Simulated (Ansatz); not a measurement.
Isolated molecules relaxed with PBE0-D4/def2-TZVP in Ansatz; ΔE leaves out vibrations. CBS: MP2 limit from def2 TZ/QZ plus the TZ coupled-cluster correction, frozen cores. This one scheme is used for every species. For Br outer-core shells are correlated without core-valence functions, which leaves a few kJ/mol of doubt a bond. Scalar relativity is left out up to krypton. Each species was taken in one conformer, which may not be the lowest.

Reaction (ligand exchange at a B–O bond): `COB(S)S` + HBr → `SB(S)Br` + CH₃OH

```
        level  ΔE (kJ/mol)
  HF/def2-SVP         68.1
CCSD/def2-SVP         65.1
```

(1) What does CCSD(T)/CBS give? (An estimate is asked.)

Largest T1 diagnostic among the species: 0.013.

Answers

(1) The calculation gave: +45.4 kJ/mol. The listed levels differ from it by 22.7, 19.7 kJ/mol.

At CCSD(T), def2-SVP lies +18.8 kJ/mol from the extrapolated value and def2-TZVPP +4.4 kJ/mol. In def2-TZVPP, CCSD(T) changes the Hartree–Fock value by −7.9 kJ/mol (the triples alone add −1.5 kJ/mol) and MP2 by −15.0 kJ/mol.

CCSD(T)/CBS has its own doubt, a few kJ/mol and more with outer-core shells, so smaller differences from it don't rank the levels.
